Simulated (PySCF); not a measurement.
C2H5BF2O, SMILES OCB(F)CF. Atoms are numbered in the order given.

```xyz
11

O     -2.3505     0.0535     0.1746
C     -1.1093     0.0537    -0.4983
B      0.1662     0.0310     0.4020
F      0.0316     0.1899     1.7245
C      1.6229    -0.1180    -0.1674
F      1.6150    -0.2560    -1.5500
H     -2.2327     0.5328     1.0048
H     -0.9946     0.9194    -1.1970
H     -1.0712    -0.8182    -1.1796
H      2.2431     0.7592     0.1060
H      2.1277    -0.9962     0.2830
```
Charge 0, spin multiplicity 1.

The structure is a stationary point at r2SCAN-D4/def2-SVP. The structure was generated by enumeration, and PubChem lists no compound with its InChIKey, so it may never have been made. The values are those of a single conformer.

All values below come from TDA-B3LYP/def2-SVPD in PySCF.

Vertical excitations. Isolated molecule, no solvent.

```json
[
 {"state": "S1", "energy (eV)": "5.72", "λ (nm)": "217", "f": "0.012", "main pairs": "HOMO→LUMO 94 %"},
 {"state": "S2", "energy (eV)": "6.49", "λ (nm)": "191", "f": "0.001", "main pairs": "HOMO→LUMO+1 95 %"},
 {"state": "S3", "energy (eV)": "6.62", "λ (nm)": "187", "f": "0.024", "main pairs": "HOMO−1→LUMO 92 %"},
 {"state": "S4", "energy (eV)": "7.29", "λ (nm)": "170", "f": "0.027", "main pairs": "HOMO→LUMO+2 94 %"},
 {"state": "S5", "energy (eV)": "7.55", "λ (nm)": "164", "f": "0.002", "main pairs": "HOMO−1→LUMO+1 94 %"},
 {"state": "S6", "energy (eV)": "7.92", "λ (nm)": "156", "f": "0.005", "main pairs": "HOMO→LUMO+3 93 %"},
 {"state": "S7", "energy (eV)": "7.97", "λ (nm)": "156", "f": "0.023", "main pairs": "HOMO−2→LUMO 96 %"},
 {"state": "S8", "energy (eV)": "8.11", "λ (nm)": "153", "f": "0.024", "main pairs": "HOMO−3→LUMO 80 %, HOMO−1→LUMO+2 14 %"},
 {"state": "S9", "energy (eV)": "8.18", "λ (nm)": "152", "f": "0.073", "main pairs": "HOMO−1→LUMO+2 73 %, HOMO−3→LUMO 17 %"},
 {"state": "S10", "energy (eV)": "8.38", "λ (nm)": "148", "f": "0.007", "main pairs": "HOMO→LUMO+4 87 %"},
 {"state": "T1", "energy (eV)": "5.30", "λ (nm)": "234", "f": "0", "main pairs": "HOMO→LUMO 90 %"},
 {"state": "T2", "energy (eV)": "6.21", "λ (nm)": "200", "f": "0", "main pairs": "HOMO−1→LUMO 89 %"},
 {"state": "T3", "energy (eV)": "6.26", "λ (nm)": "198", "f": "0", "main pairs": "HOMO→LUMO+1 86 %"},
 {"state": "T4", "energy (eV)": "7.10", "λ (nm)": "175", "f": "0", "main pairs": "HOMO→LUMO+2 85 %"}
]
```
Triplets are in the Tamm–Dancoff approximation.
